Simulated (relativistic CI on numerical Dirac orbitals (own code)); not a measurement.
**How well does a small relativistic CI reproduce Mn2+?**

Calculated at this level of theory: Dirac-Coulomb-Breit CI, separate exchange-only KLI orbitals for each configuration, QED by a radiative potential, valence Slater integrals scaled by 0.85, configuration energies shifted to the measured levels that pair with them (semi-empirical) (own radial code, finite nucleus).

Configuration list (outside the closed core [Ne] 3s2): 3p6 3d5, 3p6 3d4 4s, 3p6 3d4 4p, 3p6 3d3 4s2, 3p6 3d4 4d, 3p6 3d4 5s, 3p6 3d4 5p, 3p6 3d3 4s 4p, 3p6 3d4 4f, 3p6 3d4 5d, 3p6 3d4 5f, 3p6 3d4 5g, 3p6 3d3 4p2, 3p5 3d6, 3p6 3d3 4s 4d. Levels of other configurations are missing.

```csv
Configuration,Term (tabulated),J,Measured (cm⁻¹),Computed,Error,Purity (%)
3p6 3d5,a 6S,5/2,0.0,0,0,100
3p6 3d5,a 4G,11/2,26824.4,26979,155,100
3p6 3d5,a 4G,9/2,26851.1,27006,155,100
3p6 3d5,a 4G,5/2,26857.8,27018,160,100
3p6 3d5,a 4G,7/2,26859.9,27017,157,100
3p6 3d5,a 4P,5/2,29167.7,30823,1655,96
3p6 3d5,a 4P,1/2,29207.3,30896,1688,99
3p6 3d5,a 4P,3/2,29241.4,30860,1618,97
3p6 3d5,a 4D,7/2,32307.3,33483,1176,99
3p6 3d5,a 4D,1/2,32368.9,33540,1171,99
3p6 3d5,a 4D,5/2,32383.7,33562,1178,97
3p6 3d5,a 2I,11/2,39174.4,38574,-601,100
3p6 3d5,a 2I,13/2,39176.5,38566,-611,100
3p6 3d5,a 2D3,5/2,41238.1,43228,1990,70
3p6 3d5,a 2D3,3/2,41569.8,43574,2004,91
3p6 3d5,a 2F1,7/2,42606.5,44368,1762,97
3p6 3d5,a 4F,9/2,43573.2,44677,1104,98
3p6 3d5,a 4F,7/2,43602.5,44705,1103,97
3p6 3d5,a 4F †,5/2,43668.8,44656,988,73
3p6 3d5,a 4F †,3/2,43674.7,44820,1145,90
3p6 3d5,a 2H,9/2,46515.9,47047,531,96
3p6 3d5,a 2H,11/2,46670.7,47148,477,99
3p6 3d5,a 2G2,7/2,47842.0,48819,977,99
3p6 3d5,a 2G2,9/2,48005.2,48936,931,95
3p6 3d5,b 2F2,7/2,51059.7,52519,1459,99
3p6 3d5,b 2D2,3/2,61580.2,63793,2213,99
3p6 3d5,b 2D2,5/2,61603.8,63797,2193,99
3p6 3d4 4s,a 6D,1/2,62457.0,62433,-24,100
3p6 3d4 4s,a 6D,3/2,62568.1,62537,-31,100
3p6 3d4 4s,a 6D,5/2,62747.5,62706,-41,100
3p6 3d4 4s,a 6D,7/2,62988.9,62934,-55,100
3p6 3d4 4s,a 6D,9/2,63285.4,63214,-71,100
3p6 3d5,b 2G1,7/2,68892.0,70142,1250,99
3p6 3d5,b 2G1,9/2,68899.2,70153,1254,99
3p6 3d4 4s,b 4D,1/2,71395.3,71430,35,99
3p6 3d4 4s,b 4D,3/2,71564.2,71589,25,99
3p6 3d4 4s,b 4D,5/2,71832.0,71841,9,99
3p6 3d4 4s,b 4D,7/2,72183.3,72174,-9,99
3p6 3d4 4s,b 4P,1/2,84610.5,85371,761,99
3p6 3d4 4s,a 4H,7/2,84981.6,83702,-1279,99
3p6 3d4 4s,a 4H,9/2,85077.1,83791,-1286,99
3p6 3d4 4s,b 4P,3/2,85173.9,85907,733,89
3p6 3d4 4s,a 4H,11/2,85200.8,83900,-1300,99
3p6 3d4 4s,a 4H,13/2,85346.7,84028,-1319,100
3p6 3d4 4s,b 4P,5/2,86051.5,86720,668,90
3p6 3d4 4s,b 4F,3/2,86486.8,86704,217,100
3p6 3d4 4s,b 4F,5/2,86520.9,86732,211,88
3p6 3d4 4s,b 4F,7/2,86578.2,86779,201,96
3p6 3d4 4s,b 4F,9/2,86654.1,86850,196,96
3p6 3d4 4s,b 4G,5/2,88880.1,88753,-127,97
3p6 3d4 4s,b 4G,7/2,89052.4,88910,-142,96
3p6 3d4 4s,b 4G,9/2,89204.7,88993,-212,68
3p6 3d4 4s,b 4G,11/2,89307.2,89040,-267,72
3p6 3d4 4s,b 2P,1/2,89898.1,91025,1127,97
3p6 3d4 4s,b 2H,9/2,90440.5,89211,-1229,70
3p6 3d4 4s,b 2H,11/2,90746.1,89519,-1227,72
3p6 3d4 4s,b 2P,3/2,90936.2,92020,1083,98
3p6 3d4 4s,c 2F,5/2,91906.1,92170,264,95
3p6 3d4 4s,c 2F,7/2,91948.3,92213,265,94
3p6 3d4 4s,c 2G,7/2,94397.2,94283,-114,96
3p6 3d4 4s,c 4D,7/2,94697.9,96040,1342,100
3p6 3d4 4s,c 2G,9/2,94707.2,94536,-171,99
3p6 3d4 4s,c 4D,5/2,94771.5,96108,1337,99
3p6 3d4 4s,c 4D,3/2,94850.7,96182,1331,99
3p6 3d4 4s,c 4D,1/2,94906.4,96235,1329,99
```

Measured levels from Corliss and Sugar, J. Phys. Chem. Ref. Data 6, 1253 (1977); pairs were made by configuration, J and term (by order where the table uses no LS term), so strongly mixed levels may be paired wrongly.

Mean error by configuration (cm⁻¹): 3p6 3d5 1044; 3p6 3d4 4s 62. Over the excited levels the mean absolute error is 800 cm⁻¹ (64 of the 66 excited levels that our extract of the source holds in range could be paired, and the others can miss by more), and the median relative error of those above 1,000 cm⁻¹ is 1.2 %, both after the shifts were fitted to these levels, so that a configuration with one level shows no error. Some levels of the ground configuration have no partner. † marks terms whose computed intervals miss the measured ones by more than a factor of 2.5, or configurations far off the rest, from wrong mixing, a near crossing or a doubtful label or measurement; they are left out of the means.

Configurations whose levels could be paired with our table of measured levels were shifted onto them, all but the ground configuration, by the median error of their levels; single terms can still be off by 1,000 to 2,000 cm⁻¹ or more, and rates follow the energies as ν³ (E1, M1) or ν⁵ (E2). The others borrow a shift and can be off by several thousand cm⁻¹ or more. The fine structure of a lone outer electron comes out too small, for d and f at times inverted, and misplaced configurations move strength between like terms. 64 of the 66 excited levels that our extract of the measured tables holds in this range could be paired (the sources list more); they are missed by 809 cm⁻¹ on average and 2213 at most, after the shifts were fitted to these levels, and levels without a partner can miss by more. Some levels of the ground configuration have no partner and can miss by 10 % or more.

Shifts applied (cm⁻¹): 3p6 3d5 0; 3p6 3d4 4s 291.
